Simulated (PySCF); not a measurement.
trisilane (H8Si3), singlet, geometry from GFN2-xTB; MP2/def2-SVPD (PySCF).

Here is a job for PySCF.
```python
from pyscf import gto, scf, mp

mol = gto.M(
    atom='''
Si    1.844347    0.778114   -0.032315
Si    0.164165   -0.812706   -0.092287
Si   -1.998435   -0.015297    0.118937
H     3.199017    0.233124   -0.147584
H     1.701845    1.753556   -1.117068
H     1.816064    1.543718    1.217351
H     0.413797   -1.824509    0.949779
H     0.276432   -1.592490   -1.337797
H    -2.320290    0.952466   -0.933897
H    -2.193734    0.681556    1.393588
H    -3.034216   -1.048978    0.054940
''',
    basis='def2-svpd',
    charge=0,
    spin=0,
    verbose=4,
)

mf = scf.RHF(mol)
mf.kernel()

pt = mp.MP2(mf, frozen=15)
pt.kernel()
print('E(MP2) = %.10f' % pt.e_tot)
mf.analyze()
```

It wrote (shortened):

```
PySCF version 2.14.0

[INPUT] verbose = 4
[INPUT] num. atoms = 11
[INPUT] num. electrons = 50
[INPUT] charge = 0
[INPUT] spin (= nelec alpha-beta = 2S) = 0
[INPUT] symmetry False subgroup None
[INPUT] Mole.unit = angstrom
[INPUT] Symbol           X                Y                Z      unit          X                Y                Z       unit  Magmom
[...]
nuclear repulsion = 193.835725244928
number of shells = 62
number of NR pGTOs = 206
number of NR cGTOs = 136
basis = def2-svpd
ecp = {}

******** <class 'pyscf.scf.hf.RHF'> ********
method = RHF
initial guess = minao
damping factor = 0
level_shift factor = 0
DIIS = <class 'pyscf.scf.diis.CDIIS'>
diis_start_cycle = 1
diis_space = 8
diis_damp = 0
SCF conv_tol = 1e-09
SCF conv_tol_grad = None
SCF max_cycles = 50
direct_scf = True
direct_scf_tol = 1e-13
Set gradient conv threshold to 3.16228e-05
Initial guess from minao.
init E= -870.755361759763
[...]
cycle= 1 E= -871.121012678151  delta_E= -0.366  |g|= 0.281  |ddm|=  3.1
[...]
cycle= 2 E= -871.164323033178  delta_E= -0.0433  |g|= 0.08  |ddm|= 0.69
[...]
cycle= 3 E= -871.168680244334  delta_E= -0.00436  |g|= 0.0241  |ddm|= 0.335
[...]
cycle= 4 E= -871.16908749187  delta_E= -0.000407  |g|= 0.00389  |ddm|= 0.101
[...]
cycle= 5 E= -871.169102289035  delta_E= -1.48e-05  |g|= 0.000913  |ddm|= 0.0172
[...]
cycle= 6 E= -871.169103136028  delta_E= -8.47e-07  |g|= 0.000151  |ddm|= 0.00358
[...]
cycle= 7 E= -871.16910316041  delta_E= -2.44e-08  |g|= 2.7e-05  |ddm|= 0.000707
[...]
cycle= 8 E= -871.169103161225  delta_E= -8.15e-10  |g|= 5.77e-06  |ddm|= 0.000146
[...]
Extra cycle  E= -871.169103161257  delta_E= -3.18e-11  |g|= 2.42e-06  |ddm|= 2.53e-05
converged SCF energy = -871.169103161257

******** <class 'pyscf.mp.mp2.RMP2'> ********
nocc = 10, nmo = 121
frozen orbitals 15
E(RMP2) = -871.495365376774  E_corr = -0.326262215517333
E(SCS-RMP2) = -871.518909834056  E_corr = -0.349806672799118
E_corr(same-spin) = -0.0481245990250171
E_corr(oppo-spin) = -0.278137616492315
E(MP2) = -871.4953653768
**** SCF Summaries ****
Total Energy =                        -871.169103161256885
Nuclear Repulsion Energy =             193.835725244927630
One-electron Energy =                -1593.697366278579693
Two-electron Energy =                  528.692537872395292
Two-electron Coulomb Energy =          592.688651237975250
DFT Exchange-Correlation Energy =      -63.996113365579959
HOMO-LUMO gap [eV] =                    13.111710545892659
**** MO energy ****
[...]
 ** Mulliken pop on meta-lowdin orthogonal AOs  **
 ** Mulliken pop  **
 ** Mulliken atomic charges  **
charge of    0Si =      0.40298
charge of    1Si =      0.22839
charge of    2Si =      0.40298
charge of    3H =     -0.12631
charge of    4H =     -0.13363
charge of    5H =     -0.13379
charge of    6H =     -0.12344
charge of    7H =     -0.12344
charge of    8H =     -0.13379
charge of    9H =     -0.13363
charge of   10H =     -0.12631
Dipole moment(X, Y, Z, Debye):  0.03072, -0.15209, -0.01727
```
